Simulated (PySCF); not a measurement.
MoH4, SMILES [MoH4] (connectivity only; charge and spin as stated), neutral, multiplicity 3.

The structure is a stationary point at B3LYP-D3(BJ)/def2-TZVPD. The multiplicity is an assumed one; other spin states were not compared. The def2 effective core potentials stand for the cores of Mo; spin–orbit coupling is left out.

Two levels are set side by side: PBE/def2-TZVPD (PySCF) and M06-2X/def2-TZVPD (PySCF). Same geometry, gas phase. Differences are taken from unrounded values.

```
quantity                      PBE
---------------------------  ----
α-spin orbital gap (eV)      2.58
β-spin orbital gap (eV)      4.29
mean polarisability (bohr³)  52.4
```

**Question.** These are the PBE values. What does M06-2X give? (The exact figures need the calculation; the answer reports its results.)

**Answer.** 
```json
[
 {"quantity": "α-spin orbital gap (eV)", "M06-2X": "7.08", "PBE minus M06-2X": "-4.50"},
 {"quantity": "β-spin orbital gap (eV)", "M06-2X": "9.30", "PBE minus M06-2X": "-5.00"},
 {"quantity": "mean polarisability (bohr³)", "M06-2X": "52.1", "PBE minus M06-2X": "0.3"}
]
```

Rough cost on one machine, each run with all the roots and properties that it gave: M06-2X against PBE within a factor of 2.
